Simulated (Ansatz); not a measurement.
Geometry optimisation, RKS BHLYP-D4/def2-SVP in Ansatz 0.2.0.

The input (input.yaml):

```yaml
crystal:
  periodic: [false, false, false]
  atoms:
    - { symbol: Ge, position_ang: [0.0, 0.0, 0.0] }
    - { symbol: H, position_ang: [0.0, 0.0, 1.9] }
    - { symbol: H, position_ang: [1.4616, 0.0, -0.5162] }
    - { symbol: F, position_ang: [-0.7913, 1.3709, -0.5594] }
    - { symbol: H, position_ang: [-0.73, -1.2648, -0.5162] }
    - { symbol: O, position_ang: [-1.9644, 0.0063, 0.6527] }
    - { symbol: Al, position_ang: [-3.2809, -0.9549, -0.0624] }
    - { symbol: H, position_ang: [-3.0153, -2.4221, -0.5209] }
    - { symbol: H, position_ang: [-4.7004, -0.33, -0.2305] }
    - { symbol: H, position_ang: [-0.9937, 0.0032, 1.8011] }
basis:
  gaussian: { orbitals: def2-SVP }
hamiltonian:
  xc: { name: BHLYP }
  dispersion: d4
relax:
  f_tol: 0.15
  max_steps: 25
  restrain:
    - { distance: [0, 5], at: 1.77, k: 30.0 }
    - { distance: [9, 1], at: 0.66, k: 30.0 }
    - { distance: [0, 1], at: 2.75, k: 30.0 }
    - { distance: [9, 5], at: 2.21, k: 30.0 }
output:
  orbitals: {}
```

Command:

```bash
$ ansatz run input.yaml --threads 2 --pin off --max-ram 3072MiB --backend cpu --events-out ev --progress --plain --runs-dir out
```

Q: Where does it end, and by what steps?

A: It converged. The restraints hold the end off the free minimum; the threshold counts their pulls, which the force column leaves out. Restrained pairs: Ge1–O6 (2.07 → 1.75 Å), H2–H10 (1.00 → 0.71 Å), Ge1–H2 (1.90 → 2.76 Å), O6–H10 (1.50 → 2.22 Å). After 19 steps the energy has fallen by 4.406 eV (the restraints' own energy left out); H9 moved furthest, 1.54 Å.

```tsv
step	energy less start (eV)	largest force component (eV/Å)	accepted
0	0.0000	2.720	yes
1	-0.3643	2.940	yes
2	-0.9185	2.887	yes
3	-2.1760	2.601	yes
4	-2.9677	1.849	yes
5	-3.5045	1.510	yes
6	-3.9049	1.300	yes
7	-4.1213	1.447	yes
8	-4.2211	1.393	yes
9	-4.2627	1.503	yes
10	-4.2928	1.567	yes
11	-4.3365	0.753	yes
12	-4.3504	1.290	yes
13	-4.3658	1.406	yes
14	-4.4033	1.141	yes
15	-4.4029	1.283	yes
16	-4.4321	0.439	no
17	-4.4202	0.849	no
18	-4.4088	1.118	yes
19	-4.4060	1.215	yes
```

```xyz
10
Properties=species:S:1:pos:R:3
Ge -0.141 -0.337 -0.398
H -0.487 1.050 1.960
H 0.942 -0.610 0.629
F -0.134 1.355 -0.746
H 0.038 -1.038 -1.742
O -1.729 -0.702 0.250
Al -3.351 -1.162 0.073
H -3.762 -1.997 -1.193
H -4.353 -0.750 1.206
H -1.037 0.599 1.908
```

Time of the run: 36 s on 2 threads of Intel(R) Xeon(R) 6975P-C (Granite Rapids) (shared host), peak memory 0.27 GiB.
